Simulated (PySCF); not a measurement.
CH3F2InS (SMILES C[S][In]([F])[F]), singlet, at a GFN2-xTB geometry (such geometries of metal compounds can be far from the true shape) (core potentials on In); DF-HF/def2-TZVPPD (PySCF).

Input for PySCF:
```python
from pyscf import gto, scf

mol = gto.M(
    atom='''
In    0.086647    0.040279    0.534227
F     0.072287   -0.480581    2.460103
F     0.929703    1.790485    0.047836
S    -0.756466   -1.024339   -1.492720
C    -0.162690    0.216456   -2.680345
H    -0.533213    1.204555   -2.418794
H    -0.574204   -0.088701   -3.638567
H     0.923400    0.212020   -2.725619
''',
    basis='def2-tzvppd',
    ecp={'In': 'def2-tzvppd'},
    charge=0,
    spin=0,
    verbose=4,
    max_memory=1800,
)

mf = scf.RHF(mol)
mf = mf.density_fit(auxbasis='def2-universal-jkfit')
mf.kernel()
```

Problem. Write the output that PySCF gives for this input, abridged.

Solution. 
```
PySCF version 2.14.0

[INPUT] verbose = 4
[INPUT] num. atoms = 8
[INPUT] num. electrons = 64
[INPUT] charge = 0
[INPUT] spin (= nelec alpha-beta = 2S) = 0
[INPUT] symmetry False subgroup None
[INPUT] Mole.unit = angstrom
[INPUT] Symbol           X                Y                Z      unit          X                Y                Z       unit  Magmom
[INPUT]  1 In     0.086647000000   0.040279000000   0.534227000000 AA    0.163739099515   0.076116278571   1.009542718348 Bohr   0.0
[INPUT]  2 F      0.072287000000  -0.480581000000   2.460103000000 AA    0.136602632366  -0.908166470670   4.648920908221 Bohr   0.0
[INPUT]  3 F      0.929703000000   1.790485000000   0.047836000000 AA    1.756884047187   3.383526280142   0.090396938895 Bohr   0.0
[INPUT]  4 S     -0.756466000000  -1.024339000000  -1.492720000000 AA   -1.429513562545  -1.935720168711  -2.820831980661 Bohr   0.0
[INPUT]  5 C     -0.162690000000   0.216456000000  -2.680345000000 AA   -0.307439543205   0.409042558019  -5.065117969347 Bohr   0.0
[INPUT]  6 H     -0.533213000000   1.204555000000  -2.418794000000 AA   -1.007626536058   2.276279051975  -4.570858211741 Bohr   0.0
[INPUT]  7 H     -0.574204000000  -0.088701000000  -3.638567000000 AA   -1.085088299630  -0.167620596975  -6.875895115880 Bohr   0.0
[INPUT]  8 H      0.923400000000   0.212020000000  -2.725619000000 AA    1.744973103423   0.400659732930  -5.150673429911 Bohr   0.0

nuclear repulsion = 324.270863387857
number of shells = 97
number of NR pGTOs = 388
number of NR cGTOs = 275
basis = def2-tzvppd
ecp = {'In': 'def2-tzvppd'}

******** <class 'pyscf.df.df_jk.DFRHF'> ********
method = DFRHF
initial guess = minao
damping factor = 0
level_shift factor = 0
DIIS = <class 'pyscf.scf.diis.CDIIS'>
diis_start_cycle = 1
diis_space = 8
diis_damp = 0
SCF conv_tol = 1e-09
SCF conv_tol_grad = None
SCF max_cycles = 50
direct_scf = False
Set gradient conv threshold to 3.16228e-05
Initial guess from minao.
******** <class 'pyscf.df.df.DF'> ********
auxbasis = def2-universal-jkfit
init E= -791.875210532699
  HOMO = -0.506513590871519  LUMO = -0.468535163687474  gap/eV = 1.03345
cycle= 1 E= -824.708174324081  delta_E= -32.8  |g|= 2.01  |ddm|= 47.2
  HOMO = -0.290458873911634  LUMO = -0.036694605272501  gap/eV = 6.90528
cycle= 2 E= -825.172238334669  delta_E= -0.464  |g|= 1.22  |ddm|= 6.18
  HOMO = -0.37439059585154  LUMO = -0.0144823660587957  gap/eV = 9.79360
cycle= 3 E= -825.424191730986  delta_E= -0.252  |g|= 0.156  |ddm|=  1.4
  HOMO = -0.390314777131484  LUMO = -0.0058900288726873  gap/eV = 10.46073
cycle= 4 E= -825.431723220654  delta_E= -0.00753  |g|= 0.0688  |ddm|= 0.308
  HOMO = -0.386809382574008  LUMO = -0.00197884877487374  gap/eV = 10.47177
cycle= 5 E= -825.433044646175  delta_E= -0.00132  |g|= 0.0243  |ddm|= 0.12
  HOMO = -0.384270655232042  LUMO = -0.000686697343766227  gap/eV = 10.43785
cycle= 6 E= -825.433440445357  delta_E= -0.000396  |g|= 0.00674  |ddm|= 0.079
  HOMO = -0.384512461946205  LUMO = -0.00101666801561019  gap/eV = 10.43545
cycle= 7 E= -825.433480308851  delta_E= -3.99e-05  |g|= 0.00274  |ddm|= 0.0248
  HOMO = -0.383816112806263  LUMO = -0.00115812625182973  gap/eV = 10.41265
cycle= 8 E= -825.433488088966  delta_E= -7.78e-06  |g|= 0.00086  |ddm|= 0.0108
  HOMO = -0.383813284910607  LUMO = -0.00117601769326596  gap/eV = 10.41209
cycle= 9 E= -825.433488965722  delta_E= -8.77e-07  |g|= 0.000287  |ddm|= 0.00368
  HOMO = -0.383779677072478  LUMO = -0.00117942831091517  gap/eV = 10.41108
cycle= 10 E= -825.433489033204  delta_E= -6.75e-08  |g|= 0.000128  |ddm|= 0.000838
  HOMO = -0.383761911638722  LUMO = -0.00118303460847724  gap/eV = 10.41050
cycle= 11 E= -825.433489043533  delta_E= -1.03e-08  |g|= 4.49e-05  |ddm|= 0.000304
  HOMO = -0.383761828170806  LUMO = -0.00118141264598237  gap/eV = 10.41054
cycle= 12 E= -825.433489045  delta_E= -1.47e-09  |g|= 1.1e-05  |ddm|= 0.000129
  HOMO = -0.38376027456813  LUMO = -0.00118120534926621  gap/eV = 10.41051
cycle= 13 E= -825.4334890451  delta_E= -9.91e-11  |g|= 3.7e-06  |ddm|= 3.34e-05
  HOMO = -0.383759752174994  LUMO = -0.00118128104659465  gap/eV = 10.41049
Extra cycle  E= -825.433489045101  delta_E= -1.36e-12  |g|= 1.96e-06  |ddm|= 8.15e-06
converged SCF energy = -825.433489045101
```
